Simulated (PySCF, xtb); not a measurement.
TeHCl, SMILES Cl[TeH].

GFN2-xTB (xtb) at its own geometry gives an orbital gap of 3.12 eV and a dipole moment of 1.85 D.

Geometry: B3LYP-D3(BJ)/def2-TZVP. The def2 effective core potentials stand for the cores of Te; spin–orbit coupling is left out.

Problem. What does PySCF with CAM-B3LYP/def2-TZVPD give? (An estimate is asked for; the answer gives what the named calculation found.)

Solution. gap 6.22 eV (levels -7.96 and -1.74 eV), dipole 2.02 D.
